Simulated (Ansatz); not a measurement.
ClFH4OSi2 (`F[SiH](Cl)O[SiH3]`). The species carries charge 0 and has multiplicity 1.

```xyz
9

F     2.3041   -0.0145    1.0216
Si    0.7562    0.0524    1.3511
Cl    0.1769   -1.8141    1.9206
O    -0.0510    0.5164    0.0458
Si   -0.7742    0.1395   -1.3854
H     0.5500    1.0022    2.4493
H    -1.5638    1.3197   -1.8065
H     0.2646   -0.1684   -2.3977
H    -1.6627   -1.0331   -1.1987
```

(1) List the harmonic frequencies (cm⁻¹, unscaled) at PBE0-D4/def2-TZVP in Ansatz. (Best estimate.)

(2) Is this a minimum?

(3) Give the ideal-gas thermochemistry at 298.15 K and 1 bar (rigid rotor, harmonic oscillator; point group C1, symmetry number 1).

(4) And at 400, 500, 600, 800 and 1000 K?

## Answers

(1) Ansatz gave: 21, 38, 68, 235, 278, 367, 538, 629, 726, 731, 830, 846, 926, 954, 956, 978, 1157, 2244, 2248, 2256, 2327.

(2) Yes, all 21 modes are real.

(3) Zero-point energy 115.8 kJ/mol; H(298) − E = 138.1 kJ/mol; entropy 384.0 J/(mol·K), of which translation 169.6, rotation 118.4, vibration 95.9; G(298) − E = 23.6 kJ/mol. Modes under 100 cm⁻¹ are hindered rotations or soft bends, so the harmonic entropy is rough.

(4) 
```csv
T (K),H − E (kJ/mol),S (J/mol/K),G − E (kJ/mol)
400,150.1,418.4,-17.3
500,163.5,448.3,-60.6
600,178.2,475.1,-106.8
800,210.3,521.1,-206.6
1000,244.9,559.7,-314.8
```
